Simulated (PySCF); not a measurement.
Molecule: SMILES F[C@@H]1OC[C@H]1CC(F)(F)F, C5H6F4O.

Bonds (- single, = double, # triple, : aromatic): F1-C2, C2-O3, O3-C4, C4-C5, C5-C6, C6-C7, C7-F8, C7-F9, C7-F10, C5-C2. C2 carries H11; C4 carries H12, H13; C5 carries H14; C6 carries H15, H16. Stereochemistry as in F[C@@H]1OC[C@H]1CC(F)(F)F. H13 is cis to F1 on the ring; H15 is pro-R; H16 is pro-S; H12 is trans to F1 on the ring.

Frames of a GFN2-xTB Langevin trajectory at 300 K; GIAO PBE0/pcSseg-1 shieldings in PySCF 2.14.0 with density-fitted response routines, gas phase, non-relativistic; equivalent atoms averaged within each frame.

Chemical shifts δ = σref − σ; 19F (σ = 170.95 ppm) against CFCl3; 13C (σ = 186.93 ppm), 1H (σ = 31.72 ppm) against TMS; 17O (σ = 336.08 ppm) against H2O, all at this level. The references are static minima.

Task: How do the shifts (ppm) fluctuate along the trajectory?

Result: 
```
         time (fs)  F8/F9/F10      F1     C7     C2    C4    C5    C6     O3   H11   H12
optimised geometry      -85.4  -117.4  135.1  119.9  73.8  41.1  39.7   90.4  5.89  4.49
               250      -93.1  -116.9  129.9  119.4  73.0  48.9  40.9  101.3  5.06  4.96
               425      -70.5  -128.7  141.7  110.3  74.4  40.8  35.7   93.3  6.04  4.17
               625      -66.7  -116.9  140.2  125.2  72.3  47.0  43.6  112.5  6.16  5.12
               800      -65.0  -130.0  139.7  111.6  78.1  38.0  39.9   80.5  5.82  4.40
              1000      -72.8  -117.4  138.2  118.8  65.8  41.8  43.7  102.1  5.92  4.47
    mean of frames      -73.6  -122.0  138.0  117.0  72.7  43.3  40.8   97.9  5.80  4.62
standard deviation       11.3     6.7    4.7    6.1   4.5   4.5   3.3   11.9  0.43  0.40
```

5 frames give an uncertainty of the mean of about the standard deviation over 2.2 at best, since frames this close in time may not be independent; classical motion lacks zero-point vibration, and the reference would need the same averaging.
